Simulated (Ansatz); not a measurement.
Cost and result up the ladder for cis-CoF2(H2O)4 (CoO₄F₂H₈) (15 atoms). Total charge 0; quartet. Geometry: PBE-D4/def2-SVP.

```xyz
15

Co    0.089   -0.098   -0.311
F    -1.017    1.678    0.249
F     0.497   -1.109    1.560
O     1.140   -1.872   -0.670
O    -0.369    1.027   -2.015
O     1.405    1.141    0.771
O    -1.758   -0.754    0.458
H     0.568   -2.591   -1.000
H     1.060   -1.911    0.350
H     0.393    1.538   -2.348
H    -0.790    1.615   -1.291
H     1.316    0.449    1.485
H     0.592    1.711    0.892
H    -1.923    0.216    0.628
H    -1.205   -1.040    1.241
```

Ansatz on 4 threads of Arm Neoverse V2 on a shared host. Times are rough, and most runs start from the orbitals of an earlier one. PBE0-D4/def2-TZVP serves as the yardstick here, not as an exact answer. Differences are given only for rows in sets of like size (and for xTB, whose basis is part of the method), since another set adds its own error. Binding counts from free atoms at the same level (Co quartet, F doublet, O triplet, H doublet; other spins of the atoms weren't run), without zero-point energy or a counterpoise term.

Correlated methods freeze 11 core orbitals; core or outer-core shells of Co are correlated, in sets that lack core-valence functions. No other spin state of charge 0 was run.

Run but left out: HF/STO-3G (⟨S²⟩ 4.75, where a pure state has 3.75).

Correlated methods converge slowly with the basis.

```tsv
level	functions	wall time	binding energy per atom (eV)	difference from PBE0-D4/def2-TZVP (eV)
PBE-D4/def2-SVP	155	4.9 s	3.63	–
PBE0-D4/def2-SVP	155	9.5 s	3.49	–
PBE-D4/def2-TZVP (with forces)	279	10 s	3.54	0.12
MP2/def2-TZVP	279	23 s	3.44	0.02
r2SCAN-D4/def2-TZVP	279	24 s	3.49	0.07
HF/def2-TZVP	279	32 s	2.30	-1.12
PBE0-D4/def2-TZVP	279	63 s	3.42	0.00
BHLYP-D4/def2-TZVP	279	79 s	3.31	-0.11
```
